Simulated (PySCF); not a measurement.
PySCF job for WBr4, SMILES [Br][W]([Br])([Br])[Br] (connectivity only; charge and spin as stated), neutral, multiplicity 3, TDA-LC-ωPBE/def2-SVPD. Geometry: B3LYP-D3(BJ)/def2-SVP. The spin state was assumed, not searched. The def2 effective core potentials stand for the cores of W; spin–orbit coupling is left out.

```python
import numpy as np
from pyscf import gto, scf, dft, tdscf

mol = gto.M(
    atom='''
    W    -0.00000000    0.00000000    0.00000000
    Br    1.39668233    1.39668233   -1.39668233
    Br   -1.39668232    1.39668232    1.39668232
    Br   -1.39668233   -1.39668233   -1.39668232
    Br    1.39668233   -1.39668232    1.39668233
    ''',
    basis='def2-SVPD',
    ecp={'W': 'def2-svp'},
    charge=0,
    spin=2,
    max_memory=1600,
    verbose=4,
)
mf = dft.UKS(mol, xc='lc_wpbe').density_fit(auxbasis='def2-universal-jkfit')
mf.grids.level = 3
mf.conv_tol = 1e-9
mf.max_cycle = 100
mf.kernel()
fine, coarse = mf.grids, dft.Grids(mol).set(level=1).build(with_non0tab=True)
for _ in range(3):  # follow internal instabilities
    mf.grids = coarse
    mo, _, stable, _ = mf.stability(return_status=True, nroots=4)
    mf.grids = fine
    if stable:
        break
    mf.kernel(mf.make_rdm1(mo, mf.mo_occ))
mf.grids = dft.Grids(mol).set(level=1).build(with_non0tab=True)  # coarser grid for the response kernel
td = tdscf.TDA(mf)
td.nstates = 10
td.conv_tol = 1e-4
td.positive_eig_threshold = 1e-6
td.kernel(x0=td.get_init_guess(mf, 15))
td.analyze(verbose=3)
```

Log of the run:

```
PySCF version 2.14.0

[INPUT] verbose = 4
[INPUT] num. atoms = 5
[INPUT] num. electrons = 154
[INPUT] charge = 0
[INPUT] spin (= nelec alpha-beta = 2S) = 2
[INPUT] symmetry False subgroup None
[INPUT] Mole.unit = angstrom
[INPUT] Symbol           X                Y                Z      unit          X                Y                Z       unit  Magmom
[INPUT]  1 W      0.000000000000   0.000000000000   0.000000000000 AA    0.000000000000   0.000000000000   0.000000000000 Bohr   0.0
[INPUT]  2 Br     1.396682330000   1.396682330000  -1.396682330000 AA    2.639347086719   2.639347086719  -2.639347086719 Bohr   0.0
[INPUT]  3 Br    -1.396682320000   1.396682320000   1.396682320000 AA   -2.639347067822   2.639347067822   2.639347067822 Bohr   0.0
[INPUT]  4 Br    -1.396682330000  -1.396682330000  -1.396682320000 AA   -2.639347086719  -2.639347086719  -2.639347067822 Bohr   0.0
[INPUT]  5 Br     1.396682330000  -1.396682320000   1.396682330000 AA    2.639347086719  -2.639347067822   2.639347086719 Bohr   0.0

nuclear repulsion = 1413.31315550353
number of shells = 73
number of NR pGTOs = 392
number of NR cGTOs = 199
basis = def2-SVPD
ecp = {'W': 'def2-svp'}


[settings echo left out]
init E= -10344.2808106886
  alpha nocc = 78  HOMO = -0.366543093052436  LUMO = -0.313686671215499
  beta  nocc = 76  HOMO = -0.572822058425956  LUMO = -0.3665430930997

WARN: HOMO -0.366543093052436 >= LUMO -0.3665430930997

cycle= 1 E= -10361.192520026  delta_E= -16.9  |g|= 0.297  |ddm|= 5.65
  alpha nocc = 78  HOMO = -0.3433324393976  LUMO = -0.0385235845424682
  beta  nocc = 76  HOMO = -0.401954824327598  LUMO = -0.0569227074766336
  HOMO = -0.343332439398  LUMO = -0.0569227074766  gap/eV = 7.79361
cycle= 2 E= -10361.2221985325  delta_E= -0.0297  |g|= 0.112  |ddm|= 0.605
  alpha nocc = 78  HOMO = -0.328910704119795  LUMO = -0.014403422583569
  beta  nocc = 76  HOMO = -0.416243142895886  LUMO = -0.0248635954685265
  HOMO = -0.32891070412  LUMO = -0.0248635954685  gap/eV = 8.27354
cycle= 3 E= -10361.2257787157  delta_E= -0.00358  |g|= 0.102  |ddm|= 0.215
  alpha nocc = 78  HOMO = -0.350047235095073  LUMO = -0.0343269042570446
  beta  nocc = 76  HOMO = -0.42064746596888  LUMO = -0.0454205424188819
  HOMO = -0.350047235095  LUMO = -0.0454205424189  gap/eV = 8.28931
cycle= 4 E= -10361.2314300059  delta_E= -0.00565  |g|= 0.0175  |ddm|= 0.144
  alpha nocc = 78  HOMO = -0.352325803190071  LUMO = -0.033420017079807
  beta  nocc = 76  HOMO = -0.421566777784677  LUMO = -0.0419447898780025
  HOMO = -0.35232580319  LUMO = -0.041944789878  gap/eV = 8.44590
cycle= 5 E= -10361.2319826617  delta_E= -0.000553  |g|= 0.00781  |ddm|= 0.0607
  alpha nocc = 78  HOMO = -0.352700859960309  LUMO = -0.0326703101061746
  beta  nocc = 76  HOMO = -0.421389045482683  LUMO = -0.0401063222389474
  HOMO = -0.35270085996  LUMO = -0.0401063222389  gap/eV = 8.50613
cycle= 6 E= -10361.2321116054  delta_E= -0.000129  |g|= 0.00334  |ddm|= 0.0289
  alpha nocc = 78  HOMO = -0.353231213775524  LUMO = -0.0328318329070886
  beta  nocc = 76  HOMO = -0.42209300441359  LUMO = -0.0399713186086999
  HOMO = -0.353231213776  LUMO = -0.0399713186087  gap/eV = 8.52424
cycle= 7 E= -10361.2321426044  delta_E= -3.1e-05  |g|= 0.00178  |ddm|= 0.0117
  alpha nocc = 78  HOMO = -0.353096540728118  LUMO = -0.0323834006448614
  beta  nocc = 76  HOMO = -0.422258132309308  LUMO = -0.0393709436586208
  HOMO = -0.353096540728  LUMO = -0.0393709436586  gap/eV = 8.53691
cycle= 8 E= -10361.2321554996  delta_E= -1.29e-05  |g|= 0.000524  |ddm|= 0.0106
  alpha nocc = 78  HOMO = -0.353029336502594  LUMO = -0.032209908074433
  beta  nocc = 76  HOMO = -0.422299293764135  LUMO = -0.0392548952835626
  HOMO = -0.353029336503  LUMO = -0.0392548952836  gap/eV = 8.53824
cycle= 9 E= -10361.232156715  delta_E= -1.22e-06  |g|= 0.00016  |ddm|= 0.0036
  alpha nocc = 78  HOMO = -0.353040626628974  LUMO = -0.0321829763345076
  beta  nocc = 76  HOMO = -0.422320093424707  LUMO = -0.0392975257473117
  HOMO = -0.353040626629  LUMO = -0.0392975257473  gap/eV = 8.53738
cycle= 10 E= -10361.2321568097  delta_E= -9.46e-08  |g|= 3.48e-05  |ddm|= 0.000944
  alpha nocc = 78  HOMO = -0.353039667410231  LUMO = -0.0321739181703671
  beta  nocc = 76  HOMO = -0.422315406094868  LUMO = -0.039305718447607
  HOMO = -0.35303966741  LUMO = -0.0393057184476  gap/eV = 8.53714
cycle= 11 E= -10361.2321568138  delta_E= -4.1e-09  |g|= 1.06e-05  |ddm|= 0.000173
  alpha nocc = 78  HOMO = -0.353039757296048  LUMO = -0.0321718138956086
  beta  nocc = 76  HOMO = -0.422315446244932  LUMO = -0.0393062616839918
  HOMO = -0.353039757296  LUMO = -0.039306261684  gap/eV = 8.53712
cycle= 12 E= -10361.232156814  delta_E= -2.76e-10  |g|= 3.25e-06  |ddm|= 4.93e-05
  alpha nocc = 78  HOMO = -0.353040642112745  LUMO = -0.0321726921094841
  beta  nocc = 76  HOMO = -0.422315239303906  LUMO = -0.039307256719756
  HOMO = -0.353040642113  LUMO = -0.0393072567198  gap/eV = 8.53712
Extra cycle  E= -10361.232156814  delta_E= 2.55e-11  |g|= 3.51e-06  |ddm|= 1.02e-05
converged SCF energy = -10361.232156814  <S^2> = 2.0141612  2S+1 = 3.009426
tot grids = 38264
uhf_internal: lowest eigs of H = [0.08025598 0.08026347 0.08027227 0.10548912]
<class 'pyscf.df.df_jk.DFUKS'> wavefunction is stable in the internal stability analysis
tot grids = 38264
Overwritten attributes  positive_eig_threshold  of <class 'pyscf.tdscf.uks.TDA'>


******** <class 'pyscf.tdscf.uks.TDA'> for <class 'pyscf.df.df_jk.DFUKS'> ********
nstates = 10
deg_eia_thresh = 1.000e-03
wfnsym = None
conv_tol = 0.0001
eigh lindep = 1e-12
eigh level_shift = 0
eigh max_cycle = 100


Excitation energies (eV)
[1.26042926 1.26042927 1.26042928 1.51638539 1.5163854  1.5163854
 4.76392567 4.76392569 4.76392569 4.87164646]

** Excitation energies and oscillator strengths **
Excited State   1:      1.26043 eV    983.67 nm  f=0.0000
Excited State   2:      1.26043 eV    983.67 nm  f=0.0000
Excited State   3:      1.26043 eV    983.67 nm  f=0.0000
Excited State   4:      1.51639 eV    817.63 nm  f=0.0090
Excited State   5:      1.51639 eV    817.63 nm  f=0.0090
Excited State   6:      1.51639 eV    817.63 nm  f=0.0090
Excited State   7:      4.76393 eV    260.26 nm  f=0.0016
Excited State   8:      4.76393 eV    260.26 nm  f=0.0016
Excited State   9:      4.76393 eV    260.26 nm  f=0.0016
Excited State  10:      4.87165 eV    254.50 nm  f=0.0000
```

The calculation finished and met its thresholds.

Cost: about 16 core-minutes (a rough figure).
